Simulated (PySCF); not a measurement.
Job file and geometry (Å, from GFN2-xTB) of an NMR shielding run on `CC[C@@H](OC)[C@@H](C)C(=O)Cl`, C7H13ClO2, GIAO PBE0/pcSseg-1 NMR shielding, non-relativistic, gas phase in PySCF 2.14.0, density-fitted response routines; density fitting, a coarse starting grid and PySCF grid level 2 are the driver's defaults:

```
$ OMP_NUM_THREADS=1 python probes_run.py task.json out

{"job": {"kind": "nmr", "xc": "PBE0", "basis": "pcSseg-1"}, "charge": 0, "multiplicity": 1}
C     -1.091602    -1.979779    -0.354599
C     -0.881155    -0.601922    -0.971054
C     -0.224489     0.389583     0.001250
O     -1.003911     0.557095     1.174968
C     -2.017058     1.525013     1.080841
C      1.163903    -0.053230     0.500255
C      2.174954    -0.316254    -0.620101
C      1.718452     1.055028     1.350518
O      1.526078     2.219009     1.264311
Cl     2.854528     0.448019     2.565689
H     -1.719401    -2.588605    -1.000764
H     -0.147192    -2.497923    -0.210523
H     -1.581618    -1.875645     0.610156
H     -0.280277    -0.669596    -1.878069
H     -1.851781    -0.188848    -1.254263
H     -0.112904     1.361239    -0.505740
H     -1.600094     2.506848     0.828263
H     -2.482126     1.572101     2.063560
H     -2.775122     1.256454     0.336218
H      1.048031    -0.946210     1.116870
H      1.875675    -1.180724    -1.204955
H      3.155822    -0.513177    -0.193411
H      2.246535     0.548510    -1.276306
```

**Question.** What does the program print?

**Answer.** 
```
coarse grid: 19464 points
cycle   1  E = -884.2423475815  dE =  1.281e+00  |g| = 9.587e-01  |ddm| = 4.150e+00
cycle   2  E = -883.7455984855  dE =  4.967e-01  |g| = 1.902e+00  |ddm| = 2.127e+00
cycle   3  E = -884.4098991471  dE = -6.643e-01  |g| = 2.724e-01  |ddm| = 1.568e+00
cycle   4  E = -884.4245464603  dE = -1.465e-02  |g| = 9.419e-02  |ddm| = 3.134e-01
cycle   5  E = -884.4260117973  dE = -1.465e-03  |g| = 2.686e-02  |ddm| = 8.329e-02
cycle   6  E = -884.4261455780  dE = -1.338e-04  |g| = 7.346e-03  |ddm| = 2.515e-02
cycle   7  E = -884.4261559409  dE = -1.036e-05  |g| = 1.971e-03  |ddm| = 7.065e-03
cycle   8  E = -884.4261567665  dE = -8.256e-07  |g| = 4.913e-04  |ddm| = 2.590e-03
final grid: 182456 points
cycle   9  E = -884.5082773104  dE = -6.365e-05  |g| = 1.604e-02  |ddm| = 4.774e-02
cycle  10  E = -884.5081878901  dE =  8.942e-05  |g| = 2.716e-02  |ddm| = 2.973e-02
cycle  11  E = -884.5083251667  dE = -1.373e-04  |g| = 4.142e-03  |ddm| = 2.046e-02
cycle  12  E = -884.5083284793  dE = -3.313e-06  |g| = 6.448e-04  |ddm| = 3.186e-03
cycle  13  E = -884.5083285423  dE = -6.296e-08  |g| = 2.482e-04  |ddm| = 7.802e-04
cycle  14  E = -884.5083285540  dE = -1.169e-08  |g| = 4.678e-05  |ddm| = 2.420e-04
cycle  15  E = -884.5083285544  dE = -4.213e-10  |g| = 1.341e-05  |ddm| = 6.175e-05
converged SCF energy = -884.5083285544

GIAO shielding tensors (ppm)
atom      isotropic    diamagn.    paramagn.     s11        s22        s33       span
  0 C      180.162     248.620     -68.458    173.058    179.507    187.920     14.863
  1 C      164.981     248.915     -83.934    151.482    165.325    178.134     26.653
  2 C      101.831     248.707    -146.876     79.606     82.474    143.412     63.806
  3 O      303.565     399.723     -96.158    264.988    307.870    337.837     72.850
  4 C      127.890     244.640    -116.750     91.093    107.584    184.994     93.901
  5 C      128.665     251.535    -122.870    110.377    114.842    160.775     50.398
  6 C      170.427     247.590     -77.163    160.489    164.704    186.089     25.599
  7 C       -1.884     251.804    -253.688   -113.550     45.536     62.362    175.912
  8 O     -234.518     399.693    -634.211   -602.628   -362.265    261.338    863.966
  9 Cl     483.248    1145.618    -662.370    115.563    374.394    959.788    844.225
 10 H       30.930      28.808       2.122     25.906     27.787     39.098     13.191
 11 H       31.183      31.509      -0.326     25.817     30.990     36.743     10.926
 12 H       30.381      31.274      -0.894     25.148     30.476     35.517     10.369
 13 H       30.549      33.154      -2.605     26.506     29.300     35.840      9.334
 14 H       29.797      32.762      -2.965     24.564     29.122     35.705     11.141
 15 H       28.253      35.793      -7.539     27.036     27.505     30.219      3.183
 16 H       28.436      30.143      -1.707     23.733     26.672     34.903     11.170
 17 H       28.004      28.778      -0.774     23.890     24.960     35.162     11.272
 18 H       28.275      30.532      -2.257     23.339     26.369     35.116     11.777
 19 H       28.833      33.538      -4.705     25.353     29.047     32.100      6.748
 20 H       30.568      31.068      -0.501     25.443     30.123     36.137     10.694
 21 H       30.062      28.889       1.173     25.023     29.226     35.939     10.916
 22 H       30.923      30.829       0.094     27.125     28.770     36.874      9.749
```

**Question.** Turn these shieldings into chemical shifts. δ = σ(ref) − σ, references computed at the same level: TMS for 13C (σref 186.93) and 1H (σref 31.72); H2O for 17O (σref 336.08); 35Cl (σref 949.78) vs HCl.

**Answer.** Averaging equivalent atoms: C 7: 188.8; C 2: 85.1; C 4: 59.0; C 5: 58.3; C 1: 21.9; C 6: 16.5; C 0: 6.8; O 8: 570.6; O 3: 32.5; Cl 9: 467; H 16/17/18: 3.48; H 15: 3.46; H 19: 2.88; H 14: 1.92; H 20/21/22: 1.20; H 13: 1.17; H 10/11/12: 0.89 ppm. Unscaled 17O shifts of doubly bonded oxygen tend to come out too high, by tens of ppm or more. Experimental scales use liquid or dissolved standards, which lie at an offset from isolated H2O (liquid H2O: subtract about 36 ppm).

Size and cost of the density-fitted run: 242 basis functions, roughly 2.3 core-minutes.
